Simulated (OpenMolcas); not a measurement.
**Ni3+ in a ligand field**

Ni3+ with 4 ligands (chloride) in tetrahedral coordination (Td) at 2.23 Å. A charge of +0.25 e stands 2.4 Å behind each ligand. Ligand basis ANO-RCC-VDZP.
```
Ni    0.0000    0.0000    0.0000
Cl    1.2875    1.2875    1.2875
Cl    1.2875   -1.2875   -1.2875
Cl   -1.2875    1.2875   -1.2875
Cl   -1.2875   -1.2875    1.2875
```

| Item | Value |
| --- | --- |
| Program | OpenMolcas |
| Method | CASSCF |
| Basis | ANO-RCC-VDZP [5s4p2d1f] |
| Scalar Hamiltonian | DKH2, point nucleus |
| Active space | 7 electrons in 5 orbitals (3d) |
| State averaging | 2S+1 = 4 even, 10 roots; 2S+1 = 2 even, 40 roots |
| Spin-orbit coupling | RASSI with atomic mean-field integrals over the reference wave functions |

The lowest spin-free states (labels of Td), above the lowest:

| State | Degeneracy | E (cm-1) |
| --- | --- | --- |
| 4A2 | 1 | 0.0 |
| 4T2 | 3 | 3956 |
| 4T1 | 3 | 7302 |
| 2S+1 = 2 | 3 | 19377 |
| 2E | 2 | 19550 |
| 2A1 | 1 | 20213 |
| 4T1 | 3 | 22299 |
| 2S+1 = 2 | 3 | 22814 |
| 2S+1 = 2 | 3 | 25058 |
| 2S+1 = 2 | 3 | 25270 |
| 2E | 2 | 26043 |
| 2S+1 = 2 | 3 | 28926 |
| 2S+1 = 2 | 3 | 30159 |
| 2S+1 = 2 | 3 | 32352 |
| 2E | 2 | 35765 |
| 2A2 | 1 | 40325 |
| 2S+1 = 2 | 3 | 42236 |
| 2S+1 = 2 | 3 | 44267 |
| 2E | 2 | 61925 |
| 2T2 | 3 | 65725 |

The lowest levels with spin-orbit coupling:

| E (cm-1) | Degeneracy | Label | 2S+1 | g |
| --- | --- | --- | --- | --- |
| 0.0 | 4 | Γ8 | 4 |  |
| 3762 | 4 | Γ8 | 4 |  |
| 3948 | 2 |  | 4 | 1.60 1.60 1.60 |
| 4296 | 4 | Γ8 | 4 |  |
| 4369 | 2 |  | 4 | 3.42 3.42 3.42 |
| 6718 | 2 |  | 4 | 3.49 3.49 3.49 |
| 7292 | 4 | Γ8 | 4 |  |
| 7994 | 2 |  | 4 | 1.53 1.53 1.53 |
| 8139 | 4 | Γ8 | 4 |  |
| 19053 | 2 |  | 2 | 1.79 1.79 1.79 |
| 19309 | 4 | Γ8 | 2 |  |
| 20036 | 4 | Γ8 | 2 |  |
| 20731 | 2 |  | 2 | 0.14 0.14 0.14 |
| 22118 | 4 | Γ8 | 4 |  |
| 22122 | 2 |  | 4 | 2.50 2.50 2.50 |
| 22468 | 4 | Γ8 | 4 (90 %) |  |
| 22827 | 4 | Γ8 | 2 |  |
| 22966 | 2 |  | 4 | 2.65 2.65 2.65 |
| 23257 | 2 |  | 2 | 0.89 0.89 0.89 |
| 25078 | 2 |  | 2 | 2.11 2.11 2.11 |

Electric-dipole absorption from the lowest level at this geometry, strongest bands:

```
E (cm-1)  λ (nm)  Label         f
    3762    2660     Γ8  1.15e-05
    4296    2330     Γ8  6.92e-06
    6718    1490         4.94e-05
    7292    1370     Γ8  1.08e-04
    7994    1250         6.92e-05
    8139    1230     Γ8  1.26e-04
   22118     452     Γ8  1.22e-03
   22122     452         6.36e-04
   22468     445     Γ8  6.24e-04
   22827     438     Γ8  4.56e-05
   22966     435         2.14e-04
   23257     430         1.83e-05
   25178     397     Γ8  1.73e-05
   25542     392     Γ8  1.64e-05
   29290     341     Γ8  1.13e-05
   66008     151         7.20e-06
```

Powder χT (cm3 K/mol): 2.59 at 2 K, 2.59 at 10 K, 2.61 at 50 K, 2.63 at 100 K, 2.67 at 200 K, 2.7 at 300 K. The effective moment at 300 K is 2.828 √(χT) = 4.65 μB.

The lowest level has 2S+1 = 4, for which the spin-only value is χT = S(S+1) / 2 = 1.875 cm3 K/mol (g = 2). The computed 2.705 at 300 K differs by +0.830, through orbital momentum, spin-orbit coupling and any other state in reach.

Metal share of the active 3d orbitals (Löwdin): 85, 85, 85, 94, 94 %; Mulliken charge of the metal 0.95.

Without dynamic correlation the repulsion within the d shell is too large (B by tens of per cent), so at a given field states of lower spin stand too high. Ligand-to-metal charge-transfer states are missing. With no ligand orbital active B as a rule stays too high, so bands that hang on it stand too high and its fall with covalency is understated. With metal d orbitals alone and no dynamic correlation the field as a rule comes out too small, by tens of per cent, by up to half for chloride and softer ligands, and the orbital part of g and χT, which goes as 1/10Dq, too large. No measured value stands beside these numbers; the geometry is a model, was not optimised and need not be the one that this ion takes.

The RASSCF and RASSI steps took 30 s on 1 thread of Arm Neoverse V2, with other jobs on the host; the integral step is not counted.

A state without a sure symmetry label is named by its multiplicity alone.
